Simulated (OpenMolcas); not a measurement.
## A ladder of methods for AlNH3OF (SMILES [NH2][Al]([OH])[F])

AlNH3OF has 7 atoms, charge 0, and is taken as a singlet. SMILES: `[NH2][Al]([OH])[F]`. Geometry: relaxed at PBE0-D4/def2-TZVP. This is one conformer, not always the lowest.

Quantity: the HOMO–LUMO gap, in eV. The values are calculated.

```
         level           kind     program  value (eV)  CPU time
    HF/cc-pVDZ   Hartree–Fock  OpenMolcas       14.18     8.1 s
  BLYP/cc-pVDZ            GGA  OpenMolcas        4.83      30 s
   PBE/cc-pVDZ            GGA  OpenMolcas        4.96      30 s
 M06-L/cc-pVDZ       meta-GGA  OpenMolcas        5.91      38 s
r2SCAN/cc-pVDZ       meta-GGA  OpenMolcas        5.85      39 s
 B3LYP/cc-pVDZ  global hybrid  OpenMolcas        6.76      31 s
  PBE0/cc-pVDZ  global hybrid  OpenMolcas        7.38      30 s
B2PLYP/cc-pVDZ  double hybrid  OpenMolcas        9.82      22 s
```

The values span 4.83 to 14.18 eV. Orbital gaps aren't excitation energies, and those of double hybrids come from the SCF part alone; they tend to grow with the share of exact exchange. Times are those of the runs behind each value, whatever else they computed, on shared processors of several kinds: orders of magnitude only.
